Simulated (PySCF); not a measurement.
**`C#CC=C=C(C#C)C#N`, C$_{8}$H$_{3}$N**

Geometry:
```csv
atom,x (Å),y (Å),z (Å)
C1,1.266,-2.094,-2.515
C2,0.900,-1.806,-1.396
C3,0.480,-1.502,-0.071
C4,-0.056,-0.361,0.294
C5,-0.598,0.787,0.676
C6,0.188,1.888,1.145
C7,0.834,2.832,1.544
C8,-2.030,0.947,0.625
N9,-3.180,1.082,0.588
H10,1.587,-2.342,-3.510
H11,0.614,-2.278,0.698
H12,1.411,3.667,1.897
```

Theory: TDDFT CAM-B3LYP/aug-cc-pVDZ circular dichroism and optical rotation, one conformer, gas phase in PySCF. Geometry: PBE0-D3(BJ)/def2-SVP.

No stereocentre is labelled: unless the shape is locked (an allene, a helicene, a hindered biaryl), the mirror image is equally populated and a measured rotation or CD is zero.

(1) Which excitations and rotatory strengths does the calculation give?

Results:

(1) Rotatory strengths R in 10⁻⁴⁰ esu² cm², velocity form and length form (origin at the centre of mass); f in length form.
| state | E (eV) | λ (nm) | f | R (velocity) | R (length) | main |
| --- | --- | --- | --- | --- | --- | --- |
| 1 | 4.62 | 268 | 5e-05 | +0.3 | +0.4 | HOMO−1→LUMO 0.87 |
| 2 | 4.96 | 250 | 8e-05 | +1.1 | +1.1 | HOMO→LUMO+1 0.87 |
| 3 | 5.35 | 232 | 0.548 | -12.1 | -12.1 | HOMO→LUMO 0.81 |
| 4 | 5.39 | 230 | 0.009 | -23.0 | -23.4 | HOMO−2→LUMO+1 0.85 |
| 5 | 5.51 | 225 | 0.0002 | +1.6 | +1.7 | HOMO−3→LUMO 0.75, HOMO−2→LUMO 0.10 |
| 6 | 5.58 | 222 | 0.214 | +4.9 | +4.9 | HOMO−1→LUMO+1 0.75 |
| 7 | 6.07 | 204 | 4e-05 | -0.6 | -0.6 | HOMO→LUMO+5 0.72 |
| 8 | 6.32 | 196 | 0.003 | +1.2 | +1.3 | HOMO−1→LUMO+7 0.21, HOMO−1→LUMO+6 0.20 |
| 9 | 6.42 | 193 | 0.158 | +18.1 | +18.2 | HOMO−2→LUMO 0.74, HOMO−3→LUMO 0.09 |
| 10 | 6.56 | 189 | 0.114 | +1.9 | +1.9 | HOMO−4→LUMO 0.49, HOMO−3→LUMO+5 0.09 |
| 11 | 6.70 | 185 | 0.004 | -2.1 | -2.1 | HOMO−5→LUMO 0.75 |
| 12 | 6.82 | 182 | 0.012 | -2.1 | -2.2 | HOMO→LUMO+2 0.69, HOMO→LUMO+3 0.08 |

Among the states computed, the strongest CD band (largest |R|) is state 4. The largest dissymmetry factor in size, g = 4R/(D+G), with D and G the electric and magnetic dipole strengths, is -0.12 for state 7 (velocity form, f = 5e-05), among bands with |R| over 0.5. The mirror image has the same energies and oscillator strengths and all R with the opposite sign.
